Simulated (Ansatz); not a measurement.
`OC(F)[SiH](F)F` + H₂S → `F[SiH](F)S` + `OCF`  (ligand exchange at the Si–C bond)

Isolated molecules relaxed with PBE0-D4/def2-TZVP in Ansatz; ΔE leaves out vibrations. CCSD(T)/CBS is the MP2 limit (def2-TZVPP, def2-QZVPP) plus CCSD(T) − MP2 in def2-TZVPP, frozen cores. This one scheme is used for every species. Functionals use def2-TZVPP. B3LYP here is the variant with VWN-RPA as its local correlation; programs differ in this. Each species was taken in one conformer, which may not be the lowest.

`OC(F)[SiH](F)F`:

```xyz
9

O    -1.276   -1.000    0.190
C    -0.157   -0.336    0.638
F     0.821   -1.247    1.040
Si    0.540    0.663   -0.814
F    -0.489    1.816   -1.163
F     1.883    1.353   -0.335
H    -1.757   -1.378    0.934
H    -0.365    0.280    1.523
H     0.801   -0.150   -2.013
```

H₂S:

```xyz
3

S     0.532    0.270    0.168
H     0.038   -0.161   -1.002
H    -0.569   -0.109    0.834
```

`F[SiH](F)S`:

Cartesian coordinates in Å:
```
F 1.040 0.068 1.344
Si 0.195 -0.454 0.109
F -1.149 -1.018 0.732
S -0.188 1.092 -1.266
H 0.922 -1.539 -0.566
H -0.820 1.852 -0.353
```

`OCF`:

```xyz
6

O     0.192   -1.065    0.002
C    -0.222    0.235    0.122
F    -0.354    0.831   -1.117
H     1.109   -1.080   -0.288
H     0.481    0.857    0.689
H    -1.207    0.221    0.592
```

```json
{"level": "PBE-D4", "ΔE (kcal/mol)": "-21.4", "difference from CCSD(T)/CBS": "0.4"}
{"level": "r2SCAN-D4", "ΔE (kcal/mol)": "-22.2", "difference from CCSD(T)/CBS": "-0.4"}
{"level": "PBE0-D4", "ΔE (kcal/mol)": "-22.3", "difference from CCSD(T)/CBS": "-0.5"}
{"level": "B3LYP-D4", "ΔE (kcal/mol)": "-20.8", "difference from CCSD(T)/CBS": "1.0"}
{"level": "ωB97X-V", "ΔE (kcal/mol)": "-21.1", "difference from CCSD(T)/CBS": "0.7"}
{"level": "ωB97M-V", "ΔE (kcal/mol)": "-21.1", "difference from CCSD(T)/CBS": "0.7"}
{"level": "B2PLYP", "ΔE (kcal/mol)": "-21.8", "difference from CCSD(T)/CBS": "0.0"}
{"level": "PBE", "ΔE (kcal/mol)": "-21.7", "difference from CCSD(T)/CBS": "0.1"}
{"level": "r2SCAN", "ΔE (kcal/mol)": "-22.3", "difference from CCSD(T)/CBS": "-0.5"}
{"level": "PBE0", "ΔE (kcal/mol)": "-22.5", "difference from CCSD(T)/CBS": "-0.7"}
{"level": "B3LYP", "ΔE (kcal/mol)": "-21.2", "difference from CCSD(T)/CBS": "0.6"}
{"level": "HF/def2-TZVPP", "ΔE (kcal/mol)": "-22.6", "difference from CCSD(T)/CBS": "-0.8"}
{"level": "MP2/def2-TZVPP", "ΔE (kcal/mol)": "-22.9", "difference from CCSD(T)/CBS": "-1.1"}
{"level": "SCS-MP2/def2-TZVPP", "ΔE (kcal/mol)": "-22.1", "difference from CCSD(T)/CBS": "-0.3"}
{"level": "CCSD/def2-TZVPP", "ΔE (kcal/mol)": "-21.3", "difference from CCSD(T)/CBS": "0.5"}
{"level": "CCSD(T)/def2-TZVPP", "ΔE (kcal/mol)": "-21.4", "difference from CCSD(T)/CBS": "0.4"}
{"level": "HF/def2-QZVPP", "ΔE (kcal/mol)": "-22.6", "difference from CCSD(T)/CBS": "-0.8"}
{"level": "MP2/def2-QZVPP", "ΔE (kcal/mol)": "-23.1", "difference from CCSD(T)/CBS": "-1.3"}
{"level": "SCS-MP2/def2-QZVPP", "ΔE (kcal/mol)": "-22.4", "difference from CCSD(T)/CBS": "-0.6"}
{"level": "HF/CBS(def2)", "ΔE (kcal/mol)": "-22.6", "difference from CCSD(T)/CBS": "-0.8"}
{"level": "MP2/CBS(def2)", "ΔE (kcal/mol)": "-23.2", "difference from CCSD(T)/CBS": "-1.4"}
{"level": "CCSD/CBS(def2)", "ΔE (kcal/mol)": "-21.7", "difference from CCSD(T)/CBS": "0.1"}
{"level": "CCSD(T)/CBS", "ΔE (kcal/mol)": "-21.8", "difference from CCSD(T)/CBS": "0"}
```

Largest T1 diagnostic among the species: 0.012.

From PBE to PBE0 (25 % exact exchange), in def2-TZVPP and without D4, ΔE moves by −0.8 kcal/mol.
